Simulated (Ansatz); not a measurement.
Compare A (`CNC(=O)[SiH3]`) with its isomer B (`C[SiH2]C(=N)O`).

Isolated molecules relaxed with PBE0-D4/def2-TZVP in Ansatz; ΔE leaves out vibrations. CCSD(T)/CBS adds triple-zeta CCSD(T) − MP2 to the extrapolated MP2 energy (def2 sets, frozen cores). Functionals use def2-TZVPP. B3LYP here is the variant with VWN-RPA as its local correlation; programs differ in this. One conformer a species, not always the lowest.

(1) Which is lower in electronic energy at CCSD(T)/CBS, and by how much? (Best estimate.)

(2) Give E(B) − E(A) in kJ/mol with PBE0-D4, B2PLYP, CCSD(T)/def2-TZVPP, MP2/def2-TZVPP, BLYP-D4, B3LYP-D4, r2SCAN-D4. (Estimate.)

(3) Does the order hold for the free energy at 298.15 K (harmonic terms from PBE0-D4)? (An estimate is asked.)

Largest T1 diagnostic: 0.016.

Answers

(1) Ansatz gave: B, by 28.5 kJ/mol.

(2) Computed: PBE0-D4 -18.7, B2PLYP -19.2, CCSD(T)/def2-TZVPP -27.2, MP2/def2-TZVPP -27.2, BLYP-D4 -13.0, B3LYP-D4 -16.3, r2SCAN-D4 -19.5. None reverses the order clearly.

(3) The calculation gave: Yes: G(B) − G(A) = -24.4 kJ/mol, for one conformer each. Modes under 60 cm⁻¹, often nearly free rotors, make the harmonic entropy too high.

At CCSD(T), def2-SVP lies +26.0 kJ/mol from the extrapolated value and def2-TZVPP +1.3 kJ/mol. From BLYP to BHLYP (50 % exact exchange), in def2-TZVPP and without D4, E(B) − E(A) moves by −5.5 kJ/mol.
